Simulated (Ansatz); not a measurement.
Relaxation of BClH₄OSn (8 atoms, charge 0, multiplicity 1), to a largest force component of 0.015 eV/Å in at most 40 steps.

Level of theory: RHF/def2-SVP (Ansatz).

```xyz
8
Properties=species:S:1:pos:R:3:forces:R:3
B -0.656 1.506 -0.135 -1.23 2.38 -0.65
Sn 0.355 -0.397 -0.196 -0.53 -1.17 1.45
O -0.435 -1.493 -1.630 2.20 -2.80 0.61
Cl 2.627 -0.123 -0.578 0.67 -0.05 -0.17
H -0.708 2.237 -1.121 0.13 -0.47 0.58
H -1.270 1.906 0.832 0.32 -0.28 -0.19
H 0.153 -1.208 1.375 0.34 0.07 -0.92
H 0.080 -2.361 -1.569 -1.90 2.32 -0.70
```

Task: Where does it end, and by what steps?

Result: It converged. The force dipped under the threshold on the way, but the program's further checks kept it going. After 29 steps the energy has fallen by 0.457 eV; H6 moved furthest, 0.55 Å.

| step | energy less start (eV) | largest force component (eV/Å) | accepted |
| --- | --- | --- | --- |
| 0 | 0.0000 | 2.796 | yes |
| 2 | -0.4414 | 0.418 | yes |
| 4 | -0.4511 | 0.186 | yes |
| 6 | -0.4546 | 0.017 | yes |
| 8 | -0.4551 | 0.004 | yes |
| 10 | -0.4552 | 0.022 | yes |
| 12 | -0.4554 | 0.037 | yes |
| 14 | -0.4552 | 0.109 | no |
| 16 | -0.4557 | 0.041 | yes |
| 18 | -0.4560 | 0.048 | yes |
| 20 | -0.4563 | 0.051 | yes |
| 22 | -0.4564 | 0.038 | yes |
| 24 | -0.4566 | 0.028 | yes |
| 26 | -0.4567 | 0.029 | yes |
| 28 | -0.4567 | 0.020 | yes |
| 29 | -0.4568 | 0.009 | yes |

```xyz
8
Properties=species:S:1:pos:R:3
B -0.726 1.592 -0.156
Sn 0.267 -0.449 -0.057
O -0.323 -1.509 -1.598
Cl 2.591 -0.068 -0.373
H -1.092 2.008 -1.213
H -0.851 2.257 0.829
H 0.173 -1.434 1.331
H 0.107 -2.330 -1.784
```

Run time: 81 s on 1 thread of Arm Neoverse V1, on a shared host, peak memory 0.28 GiB.
